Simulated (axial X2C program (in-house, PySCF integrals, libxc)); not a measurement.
## SbCl: nuclear properties from DFT to coupled cluster

Computed with an in-house all-electron X2C program for linear molecules (integrals from PySCF): two-component X2C with atomic mean-field Coulomb and Gaunt terms, Gaussian nuclei, basis Sb dyall-acv3z, Cl dyall-av3z with contracted cores.

R = 2.351 Å (near the PBE0 minimum at charge 0 of the determinant lowest at the starting distance; the state shown can have its own minimum elsewhere); state Ω = 1 (⟨Sz⟩ = 0.99, ⟨Lz⟩ = 0.01 at PBE0).

```json
{"level": "PBE0", "Eeff magnitude (GV/cm)": "0.443", "Ws magnitude Sb (kHz)": "0.183", "A∥/gI Sb (MHz)": "-1100", "qzz Sb (a.u.)": "3.86", "A∥/gI Cl (MHz)": "-22", "μ (D)": "-2.10"}
{"level": "HF", "Eeff magnitude (GV/cm)": "2.2", "Ws magnitude Sb (kHz)": "1.36", "A∥/gI Sb (MHz)": "-997", "qzz Sb (a.u.)": "4.07", "A∥/gI Cl (MHz)": "0.784", "μ (D)": "-2.47"}
{"level": "B3LYP", "Eeff magnitude (GV/cm)": "1.1", "Ws magnitude Sb (kHz)": "0.555", "A∥/gI Sb (MHz)": "-990", "qzz Sb (a.u.)": "4.03", "A∥/gI Cl (MHz)": "-22.5", "μ (D)": "-2.09"}
```

Eeff is the effective electric field on the electron electric dipole moment in this Ω state and Ws the scalar–pseudoscalar constant of the nucleus named (defined with the proton number Z and per Ω); A∥ (defined per Ω) follows by multiplying with gI = μI/(I μN); qzz is the electric field gradient, eQq0 = 234.96 MHz × Q/barn × qzz; μ is positive if the Cl end (last atom) is positive. The operators were transformed with the bare-nucleus X2C matrices; with these basis sets, hyperfine constants and field gradients can be off by tens of per cent, and where levels differ in sign neither size nor sign is settled.

Finite-field MP2, CCSD and CCSD(T), with 22 electrons correlated in 130 natural virtual spinors (MP2 remainder added):

| level | Eeff magnitude (GV/cm) | Ws magnitude Sb (kHz) | A∥/gI Sb (MHz) | qzz Sb (a.u.) | A∥/gI Cl (MHz) | μ (D) |
| --- | --- | --- | --- | --- | --- | --- |
| MP2 | 2.59 | 1.48 | -1160 | 4.07 | -36.7 | -2.35 |
| CCSD | 1 | 0.529 | -856 | 3.88 | -17 | -2.26 |
| CCSD(T) | 1.27 | 0.688 | -835 | 3.81 | -18.8 | -2.17 |

T1 = 0.013 (Lee–Taylor). One unrestricted determinant, the lowest of a limited PBE0 search, is the reference; the functionals treat spin collinearly. With several open shells it need not be a pure state. The sign of Eeff is opposite to CCSD(T) at HF. Eeff spreads by more than a factor of two over the levels. Correlation of the inner shells is missing, which matters for properties at the nucleus. Number of frozen shells: Sb 4 s, 3 p, 1 d; Cl 2 s, 1 p.

(1) By how much does correlation change each value, CCSD(T) against HF?

## Answers

(1) A∥/gI Sb -16 %; qzz Sb -6 %; A∥/gI Cl from 0.784 to -18.8, a change of sign; μ -12 %.
